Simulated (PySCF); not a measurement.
Species: C7H11 (doublet state).
Structure used (GFN2-xTB), in Å, numbered top down from 1:
```
atom  x, y, z in Å
C1     2.052   -0.640    0.181
C2     1.165    0.598    0.148
C3    -0.299    0.239   -0.020
C4    -1.134   -0.620    0.944
C5    -2.020   -0.149   -0.217
C6    -1.445    1.266   -0.088
C7    -0.912   -0.515   -1.213
H8     1.957   -1.202   -0.745
H9     1.774   -1.287    1.010
H10    3.094   -0.353    0.304
H11    1.277    1.162    1.078
H12    1.459    1.247   -0.681
H13   -0.903   -1.679    0.990
H14   -1.337   -0.204    1.927
H15   -1.485    1.902   -0.968
H16   -1.669    1.815    0.821
H17   -0.915   -0.005   -2.171
H18   -0.666   -1.568   -1.312
```

The hyperfine couplings belong to this conformer and change with its torsions.

The species is `C12(CC)C[C](C1)C2` [radical].

The calculation used PySCF 2.14.0, UKS B3LYP, pcH-1 on C H, non-relativistic, mean-field spin-orbit, GIAO. Geometry: GFN2-xTB, one conformer, isolated molecule. A GFN2-xTB geometry isn't a minimum of the functional, and hyperfine couplings can be far from their values at a DFT geometry. No stability test was run, so a lower SCF solution isn't excluded.

(1) The isotropic 13C couplings, averaged over equivalent nuclei, are +327.7, +93.4, +69.1, +9.7, -3.2 MHz. Assign them to C1; C2; C3; C4/C6/C7; C5.

(2) The isotropic 1H couplings, averaged over equivalent nuclei, are -4.8, -2.6, +1.4 MHz. Assign them to H8/H9/H10; H11/H12; H13 (×6).

## Answers

(1) 
| site | a_iso (MHz) | ρ(0) (bohr⁻³) | position | distance from C5 (Å) | spin population | largest \|T\| (MHz) |
| --- | --- | --- | --- | --- | --- | --- |
| C1 | -3.2 | -0.0029 | 4 bonds from C5 | 4.12 | 0.00 | 1.0 |
| C2 | +93.4 | +0.0831 | 3 bonds from C5 | 3.29 | +0.07 | 16.1 |
| C3 | +69.1 | +0.0614 | 2 bonds from C5 | 1.78 | +0.02 | 6.1 |
| C4/C6/C7 | +9.7 | +0.0086 | 1 bond from C5 | 1.53 | +0.04 | 16.3 |
| C5 | +327.7 | +0.2915 | largest spin population | 0.00 | +0.79 | 127.7 |

(2) 
```csv
site,a_iso (MHz),ρ(0) (bohr⁻³),position,distance from C5 (Å),bound to,spin population there,largest |T| (MHz)
H8/H9/H10,+1.4,+0.0003,5 bonds from C5,4.48,C1,0.00,2.1
H11/H12,-4.8,-0.0011,4 bonds from C5,3.78,C2,+0.07,6.1
H13 (×6),-2.6,-0.0006,"β, 2 bonds from C5",2.25,C4/C6/C7,+0.04,9.6
```

ρ(0) is the spin density at the nucleus and T the dipolar tensor; entries for several nuclei are means. Largest spin populations (Mulliken): C5 (+0.79) and C2 (+0.07). No atom but C5 exceeds +0.15. The angles at C5 add up to 270.4°, so it is pyramidal.

β density exceeds α density at some nuclei, such as C1 (-0.0029) and H11/H12 (-0.0011), spin density in bohr⁻³. In a single determinant that takes different orbitals for the two spins, that is spin polarisation.

Means are taken over nuclei equivalent by connectivity, which assumes that they swap fast.
